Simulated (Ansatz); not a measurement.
Basis-set extrapolation for F$_{3}$H$_{3}$OSi$_{2}$, SMILES `F[SiH2]O[SiH](F)F` (PBE0-D4/def2-TZVP geometry, frozen core, Ansatz 0.2.0). Multiplicity 1, RHF reference.

```
                      def2-TZVPP   def2-QZVPP
                 HF  -953.321331  -953.359824
    MP2 correlation    -1.208803    -1.320701
CCSD(T) correlation    -1.266806      not run
```

Energies in hartree. Use E(X) = E(∞) + A·exp(−7.88·√X) for Hartree–Fock and E(X) = E(∞) + B·X^(−2.97) for correlation, with X = 3 and 4, and add CCSD(T) minus MP2 of the smaller set to the MP2 limit.

**Question.** What is the CCSD(T) energy at the basis-set limit?

**Answer.** HF limit: -953.359824 + (-0.038493) × 0.13774 = -953.36513. MP2 limit: -1.320701 + (-0.111898) × 0.74074 = -1.40359. Higher-order term: -1.266806 − (-1.208803) = -0.05800. Total: -954.82672 hartree, 6.49 eV below CCSD(T)/def2-TZVPP.
